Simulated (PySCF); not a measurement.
C4H11NSSi.
Z-matrix (Å and degrees, PBE0-D3(BJ)/def2-SVP geometry), rows numbered from 1:
```
C 
S   1  1.8213
Si  2  2.1509  1  101.21
C   3  1.8892  2  116.98  1   -99.39
C   4  1.5356  3  102.57  2  -134.13
C   5  1.5309  4  108.70  3    36.24
N   6  1.4521  5  106.51  4   -40.77
H   1  1.0982  2  107.01  3  -165.01
H   1  1.0997  2  111.20  3   -46.38
H   1  1.0990  2  111.64  3    76.21
H   3  1.5006  2  104.68  1    29.10
H   4  1.1036  3  107.64  2   -16.83
H   4  1.0999  3  115.24  2   102.90
H   5  1.1020  4  112.42  3   159.49
H   5  1.1032  4  109.21  3   -81.88
H   6  1.1040  5  110.35  4  -161.74
H   6  1.1100  5  109.79  4    80.97
H   7  1.0113  3  126.18  2   -45.22
```

All values: PBE0/pcSseg-1 and CAM-B3LYP/def2-SVPD (PySCF, non-relativistic), on one gas-phase PBE0-D3(BJ)/def2-SVP geometry that isn't relaxed in the solvent. The solvent is an IEF-PCM continuum (cavity from Bondi-type radii × 1.2). Specific hydrogen bonds and non-electrostatic terms are outside this model.

Gas phase at PBE0/pcSseg-1: HOMO -6.48 eV, LUMO 0.50 eV, dipole 1.13 D.

Task: What does the continuum do to the energy, the frontier levels and the dipole at PBE0/pcSseg-1 in chloroform and dichloromethane?

Result: 
```
        solvent      ε  E(solvent) − E(gas) (kJ/mol)  polarisation term (kJ/mol)  distortion of the solute (kJ/mol)  HOMO (eV)  LUMO (eV)  dipole (D)
     chloroform  4.711                        -12.20                      -13.34                               1.14      -6.50       0.52        1.44
dichloromethane   8.93                        -14.61                      -16.25                               1.64      -6.51       0.51        1.50
```

Polarisation term: ½ Σ q·V over the induced surface charges. Distortion: the rise of the solute's own energy as its density leaves the gas-phase optimum. From chloroform to dichloromethane the lowering changes by a factor 1.20, Onsager's factor (ε − 1)/(2ε + 1) by 1.18 and ε itself by 1.9.

Task: Which radius a makes the point-dipole formula ΔE = −[(ε − 1)/(2ε + 1)]·μ²/a³ give the value in dichloromethane, with the gas-phase dipole?

Result: μ = 0.445 au and |ΔE| = 0.00556 Eh give a = 1.30 Å; the farthest nucleus lies 4.39 Å from the centroid of the nuclei, so such a sphere wouldn't even hold the nuclei. The formula assumes a rigid point dipole at the centre of a sphere.

Task: Which Hirshfeld charges (PBE0/pcSseg-1) respond most in chloroform (means over atoms taken as equivalent)?

Result: 
```csv
atoms,environment,gas (e),solvent (e),change
S2,sulfur bonded to C and Si,-0.117,-0.143,-0.026
H18,N–H hydrogen,+0.118,+0.123,+0.005
H8/H9/H10,methyl hydrogen,+0.045,+0.049,+0.004
H16,methylene hydrogen,+0.038,+0.041,+0.003
H13,methylene hydrogen,+0.039,+0.042,+0.003
H14,methylene hydrogen,+0.041,+0.043,+0.002
```

Gas phase at CAM-B3LYP/def2-SVPD: HOMO -7.80 eV, LUMO 1.04 eV, dipole 1.04 D.

Task: What does the continuum do to the energy, the frontier levels and the dipole at CAM-B3LYP/def2-SVPD in chloroform and dichloromethane?

Result: 
```
        solvent      ε  E(solvent) − E(gas) (kJ/mol)  polarisation term (kJ/mol)  distortion of the solute (kJ/mol)  HOMO (eV)  LUMO (eV)  dipole (D)
     chloroform  4.711                        -11.64                      -12.87                               1.23      -7.82       1.09        1.37
dichloromethane   8.93                        -13.96                      -15.76                               1.80      -7.83       1.09        1.44
```

The atom shares or the degeneracy of the HOMO differ from the gas phase in chloroform and dichloromethane, so that column needn't follow one orbital.

Task: How does the static polarisability (CAM-B3LYP/def2-SVPD, frozen core, with the continuum's full static response) change?

Result: 
```tsv
medium	isotropic (au)	principal values (au)	⟨r²⟩ of the electrons (bohr²)
gas	101.4	86.6, 92.2, 125.2	1359.2
chloroform	127.2	112.1, 118.1, 151.5	1358.4
dichloromethane	133.6	119.0, 125.0, 156.7	1358.3
```

The isotropic value in dichloromethane is 1.32 times the gas-phase one; no cavity-field correction is applied. ⟨r²⟩ is taken about the centre of nuclear charge.

Time: 25 s wall. Hardware: one thread, Arm Neoverse V1, shared host. This is the whole shielding run at PBE0/pcSseg-1 in dichloromethane, SCF included.
